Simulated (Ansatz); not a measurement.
Ansatz (an electronic-structure program) input for C₂H₉NOSi, SMILES CC[Si@@H](N)O, r2SCAN-D4/def2-SVP. 

Ansatz 0.2 input:
```yaml
crystal:
  periodic: [false, false, false]
  atoms:
    - {symbol: C, position_ang: [2.11236995, -0.94435594, 0.28924578]}
    - {symbol: C, position_ang: [1.15579384, 0.16202117, 0.71468343]}
    - {symbol: Si, position_ang: [-0.37943995, 0.28732377, -0.39821836]}
    - {symbol: N, position_ang: [-1.20387877, -1.22019781, -0.34714047]}
    - {symbol: O, position_ang: [-1.37942004, 1.48510525, 0.11026635]}
    - {symbol: H, position_ang: [2.97018857, -1.00174321, 0.95845719]}
    - {symbol: H, position_ang: [1.60600762, -1.90581621, 0.29390981]}
    - {symbol: H, position_ang: [2.47644633, -0.76320104, -0.71881494]}
    - {symbol: H, position_ang: [1.69474432, 1.11212883, 0.70936097]}
    - {symbol: H, position_ang: [0.85466713, -0.00930271, 1.75061563]}
    - {symbol: H, position_ang: [-0.02419802, 0.52299048, -1.79901165]}
    - {symbol: H, position_ang: [-1.25324834, -1.71691027, 0.52762541]}
    - {symbol: H, position_ang: [-2.08862972, -1.28764358, -0.82271465]}
    - {symbol: H, position_ang: [-1.07028977, 2.38151602, 0.19990670]}
basis:
  gaussian:
    orbitals: def2-SVP
hamiltonian:
  xc: r2scan
  dispersion: d4
relax: {f_tol: 0.002, max_steps: 200}
```

Program output:

```
WARN ansatz: RAYON_NUM_THREADS=1 ignored (pool sized by the plan → 1); use --threads N
Functional definition: r2SCAN
integrals: 0.07 GiB planned
1349 factors; their error is unknown
mean field: 0.38 GiB planned
mean field evaluation 1: about -13611.1797 eV, gradient 8.7e1 eV
mean field evaluation 2: about -13591.7317 eV, gradient 1.3e2 eV
mean field evaluation 4: about -13626.7603 eV, gradient 6.6e0 eV
mean field evaluation 8: about -13626.8684 eV, gradient 1.4e-1 eV
mean field evaluation 16: about -13626.7950 eV, gradient 3.7e-4 eV
mean field -13626.79496851 eV, -500.7754785195 hartree, gradient 2.1e-5 eV, S^2 0.000000; 0 other end points of the search recorded, 0 dependent functions left out
the calculation of the forces begins
reference -13626.79497946 eV, -500.7754789219 hartree; 25, 25 occupied and 94, 94 virtual orbitals, 1349 factors
relax step   1: F+E_penalty+E_count = -13626.86634102 eV  Δ(F+E_penalty+E_count) = +0.000e0 eV  max|allowed force component| = 8.885e-1 eV/Å  Δτ_max = 0.0000 Å  (29 SCF iters, accepted)
these checks for a lower state are left out or cut short: starts, cluster_reference, orbital_swaps, neighbouring_geometries, increment
integrals: 0.07 GiB planned
1349 factors; their error is unknown
mean field: 0.38 GiB planned
mean field -13626.86845697 eV, -500.7781791706 hartree, gradient 9.5e-6 eV, S^2 0.000000; 0 other end points of the search recorded, 0 dependent functions left out
the calculation of the forces begins
reference -13626.86846801 eV, -500.7781795762 hartree; 25, 25 occupied and 94, 94 virtual orbitals, 1349 factors
relax step   2: F+E_penalty+E_count = -13626.93973400 eV  Δ(F+E_penalty+E_count) = -7.339e-2 eV  max|allowed force component| = 5.468e-1 eV/Å  Δτ_max = 0.0652 Å  (29 SCF iters, accepted)
these checks for a lower state are left out or cut short: starts, cluster_reference, orbital_swaps, neighbouring_geometries, increment
integrals: 0.07 GiB planned
1349 factors; their error is unknown
mean field: 0.38 GiB planned
mean field evaluation 32: about -13626.8846 eV, gradient 9.8e-6 eV
mean field -13626.88460444 eV, -500.7787725791 hartree, gradient 9.9e-6 eV, S^2 0.000000; 0 other end points of the search recorded, 0 dependent functions left out
the calculation of the forces begins
reference -13626.88461553 eV, -500.7787729866 hartree; 25, 25 occupied and 94, 94 virtual orbitals, 1349 factors
relax step   3: F+E_penalty+E_count = -13626.95585300 eV  Δ(F+E_penalty+E_count) = -1.612e-2 eV  max|allowed force component| = 1.552e-1 eV/Å  Δτ_max = 0.0633 Å  (30 SCF iters, accepted)
these checks for a lower state are left out or cut short: starts, cluster_reference, orbital_swaps, neighbouring_geometries, increment
integrals: 0.07 GiB planned
1349 factors; their error is unknown
mean field: 0.37 GiB planned
mean field -13626.88268021 eV, -500.7787018650 hartree, gradient 1.9e-5 eV, S^2 0.000000; 0 other end points of the search recorded, 0 dependent functions left out
the calculation of the forces begins
reference -13626.88269131 eV, -500.7787022728 hartree; 25, 25 occupied and 94, 94 virtual orbitals, 1349 factors
relax step   4: F+E_penalty+E_count = -13626.95368911 eV  Δ(F+E_penalty+E_count) = +2.164e-3 eV  max|allowed force component| = 2.869e-1 eV/Å  Δτ_max = 0.1192 Å  (28 SCF iters, rejected (line search))
these checks for a lower state are left out or cut short: starts, cluster_reference, orbital_swaps, neighbouring_geometries, increment
integrals: 0.07 GiB planned
1349 factors; their error is unknown
mean field: 0.38 GiB planned
mean field -13626.89297264 eV, -500.7790801047 hartree, gradient 1.3e-5 eV, S^2 0.000000; 0 other end points of the search recorded, 0 dependent functions left out
the calculation of the forces begins
reference -13626.89298373 eV, -500.7790805124 hartree; 25, 25 occupied and 94, 94 virtual orbitals, 1349 factors
relax step   5: F+E_penalty+E_count = -13626.96417310 eV  Δ(F+E_penalty+E_count) = -8.320e-3 eV  max|allowed force component| = 1.676e-1 eV/Å  Δτ_max = 0.0591 Å  (29 SCF iters, accepted)
these checks for a lower state are left out or cut short: starts, cluster_reference, orbital_swaps, neighbouring_geometries, increment
integrals: 0.07 GiB planned
1349 factors; their error is unknown
mean field: 0.38 GiB planned
mean field -13626.89427905 eV, -500.7791281143 hartree, gradient 1.1e-5 eV, S^2 0.000000; 0 other end points of the search recorded, 0 dependent functions left out
the calculation of the forces begins
reference -13626.89429014 eV, -500.7791285219 hartree; 25, 25 occupied and 94, 94 virtual orbitals, 1349 factors
[...]
these checks for a lower state are left out or cut short: starts, cluster_reference, orbital_swaps, neighbouring_geometries, increment
integrals: 0.07 GiB planned
1349 factors; their error is unknown
mean field: 0.38 GiB planned
mean field -13626.89445549 eV, -500.7791345986 hartree, gradient 1.1e-5 eV, S^2 0.000000; 0 other end points of the search recorded, 0 dependent functions left out
the calculation of the forces begins
reference -13626.89446659 eV, -500.7791350063 hartree; 25, 25 occupied and 94, 94 virtual orbitals, 1349 factors
relax step   9: F+E_penalty+E_count = -13626.96564728 eV  Δ(F+E_penalty+E_count) = -1.915e-5 eV  max|allowed force component| = 6.931e-3 eV/Å  Δτ_max = 0.0058 Å  (32 SCF iters, accepted)
these checks for a lower state are left out or cut short: starts, cluster_reference, orbital_swaps, neighbouring_geometries, increment
integrals: 0.07 GiB planned
1349 factors; their error is unknown
mean field: 0.38 GiB planned
mean field -13626.89448373 eV, -500.7791356362 hartree, gradient 1.1e-5 eV, S^2 0.000000; 0 other end points of the search recorded, 0 dependent functions left out
the calculation of the forces begins
reference -13626.89449482 eV, -500.7791360440 hartree; 25, 25 occupied and 94, 94 virtual orbitals, 1349 factors
relax step  10: F+E_penalty+E_count = -13626.96567220 eV  Δ(F+E_penalty+E_count) = -2.492e-5 eV  max|allowed force component| = 8.062e-3 eV/Å  Δτ_max = 0.0087 Å  (31 SCF iters, accepted)
these checks for a lower state are left out or cut short: starts, cluster_reference, orbital_swaps, neighbouring_geometries, increment
integrals: 0.07 GiB planned
1349 factors; their error is unknown
mean field: 0.38 GiB planned
mean field -13626.89451857 eV, -500.7791369168 hartree, gradient 1.1e-5 eV, S^2 0.000000; 0 other end points of the search recorded, 0 dependent functions left out
the calculation of the forces begins
reference -13626.89452967 eV, -500.7791373245 hartree; 25, 25 occupied and 94, 94 virtual orbitals, 1349 factors
relax step  11: F+E_penalty+E_count = -13626.96570251 eV  Δ(F+E_penalty+E_count) = -3.031e-5 eV  max|allowed force component| = 3.011e-2 eV/Å  Δτ_max = 0.0213 Å  (31 SCF iters, accepted)
these checks for a lower state are left out or cut short: starts, cluster_reference, orbital_swaps, neighbouring_geometries, increment
integrals: 0.07 GiB planned
1349 factors; their error is unknown
mean field: 0.38 GiB planned
mean field -13626.89453721 eV, -500.7791376016 hartree, gradient 1.9e-5 eV, S^2 0.000000; 0 other end points of the search recorded, 0 dependent functions left out
the calculation of the forces begins
reference -13626.89454830 eV, -500.7791380093 hartree; 25, 25 occupied and 94, 94 virtual orbitals, 1349 factors
relax step  12: F+E_penalty+E_count = -13626.96571803 eV  Δ(F+E_penalty+E_count) = -1.553e-5 eV  max|allowed force component| = 2.013e-2 eV/Å  Δτ_max = 0.0047 Å  (23 SCF iters, accepted)
these checks for a lower state are left out or cut short: starts, cluster_reference, orbital_swaps, neighbouring_geometries, increment
integrals: 0.07 GiB planned
1349 factors; their error is unknown
mean field: 0.38 GiB planned
mean field evaluation 96: about -13626.9623 eV, gradient 5.4e-1 eV
mean field -13626.89455148 eV, -500.7791381261 hartree, gradient 1.1e-5 eV, S^2 0.000000; 0 other end points of the search recorded, 0 dependent functions left out
the calculation of the forces begins
reference -13626.89456257 eV, -500.7791385337 hartree; 25, 25 occupied and 94, 94 virtual orbitals, 1349 factors
relax step  13: F+E_penalty+E_count = -13626.96573276 eV  Δ(F+E_penalty+E_count) = -1.473e-5 eV  max|allowed force component| = 3.267e-3 eV/Å  Δτ_max = 0.0111 Å  (31 SCF iters, accepted)
these checks for a lower state are left out or cut short: starts, cluster_reference, orbital_swaps, neighbouring_geometries, increment
integrals: 0.07 GiB planned
1349 factors; their error is unknown
mean field: 0.38 GiB planned
mean field -13626.89455761 eV, -500.7791383514 hartree, gradient 1.1e-5 eV, S^2 0.000000; 0 other end points of the search recorded, 0 dependent functions left out
the calculation of the forces begins
reference -13626.89456870 eV, -500.7791387589 hartree; 25, 25 occupied and 94, 94 virtual orbitals, 1349 factors
relax step  14: F+E_penalty+E_count = -13626.96573660 eV  Δ(F+E_penalty+E_count) = -3.843e-6 eV  max|allowed force component| = 2.650e-3 eV/Å  Δτ_max = 0.0072 Å  (32 SCF iters, accepted)
these checks for a lower state are left out or cut short: starts, cluster_reference, orbital_swaps, neighbouring_geometries, increment
integrals: 0.07 GiB planned
1349 factors; their error is unknown
mean field: 0.38 GiB planned
mean field -13626.89455774 eV, -500.7791383562 hartree, gradient 1.6e-5 eV, S^2 0.000000; 0 other end points of the search recorded, 0 dependent functions left out
the calculation of the forces begins
reference -13626.89456883 eV, -500.7791387637 hartree; 25, 25 occupied and 94, 94 virtual orbitals, 1349 factors
relax step  15: F+E_penalty+E_count = -13626.96573799 eV  Δ(F+E_penalty+E_count) = -1.382e-6 eV  max|allowed force component| = 2.810e-3 eV/Å  Δτ_max = 0.0036 Å  (23 SCF iters, accepted)
these checks for a lower state are left out or cut short: starts, cluster_reference, orbital_swaps, neighbouring_geometries, increment
integrals: 0.07 GiB planned
1349 factors; their error is unknown
mean field: 0.38 GiB planned
mean field -13626.89455731 eV, -500.7791383401 hartree, gradient 6.0e-6 eV, S^2 0.000000; 0 other end points of the search recorded, 0 dependent functions left out
the calculation of the forces begins
reference -13626.89456839 eV, -500.7791387476 hartree; 25, 25 occupied and 94, 94 virtual orbitals, 1349 factors
relax step  16: F+E_penalty+E_count = -13626.96573854 eV  Δ(F+E_penalty+E_count) = -5.522e-7 eV  max|allowed force component| = 1.597e-3 eV/Å  Δτ_max = 0.0013 Å  (22 SCF iters, accepted)
integrals: 0.07 GiB planned
1349 factors; their error is unknown
mean field: 0.38 GiB planned
mean field evaluation 128: about -13626.9589 eV, gradient 1.3e0 eV
mean field -13626.89455731 eV, -500.7791383401 hartree, gradient 6.0e-6 eV, S^2 0.000000; 1 other end points of the search recorded, 0 dependent functions left out
the calculation of the forces begins
reference -13626.89456839 eV, -500.7791387476 hartree; 25, 25 occupied and 94, 94 virtual orbitals, 1349 factors
Total energy: -13626.96574963 eV, -500.7817546096 hartree
Atom 0 at     2.137252    -0.933463     0.264896 Å, force    -0.000213     0.000224     0.000227 eV/Å
Atom 1 at     1.150144     0.149497     0.709724 Å, force     0.000685    -0.000235    -0.000376 eV/Å
Atom 2 at    -0.389983     0.272263    -0.357252 Å, force    -0.001583     0.000298     0.000661 eV/Å
Atom 3 at    -1.225978    -1.231295    -0.285683 Å, force     0.000214     0.000168     0.000234 eV/Å
Atom 4 at    -1.371314     1.518583     0.192048 Å, force     0.001597     0.000570    -0.000554 eV/Å
Atom 5 at     3.012699    -0.995943     0.931746 Å, force     0.000043    -0.000190    -0.000127 eV/Å
Atom 6 at     1.654238    -1.923259     0.245595 Å, force     0.000069    -0.000068     0.000084 eV/Å
Atom 7 at     2.513073    -0.740322    -0.753564 Å, force     0.000122     0.000031     0.000072 eV/Å
Atom 8 at     1.645069     1.138910     0.734701 Å, force     0.000024     0.000154     0.000102 eV/Å
Atom 9 at     0.817425    -0.030088     1.750308 Å, force    -0.000107     0.000069    -0.000281 eV/Å
Atom 10 at    -0.034349     0.506045    -1.793288 Å, force     0.000276    -0.000081     0.000065 eV/Å
Atom 11 at    -1.478090    -1.610092     0.623250 Å, force    -0.000149    -0.000163    -0.000494 eV/Å
Atom 12 at    -1.962867    -1.425536    -0.957161 Å, force    -0.000046    -0.000182     0.000154 eV/Å
Atom 13 at    -0.996206     2.406616     0.162850 Å, force    -0.000931    -0.000596     0.000232 eV/Å
Dipole moment:     0.021283     0.067145     0.094976 e Å
```

The calculation finished and met its thresholds.

Cost: roughly 90 core-seconds.
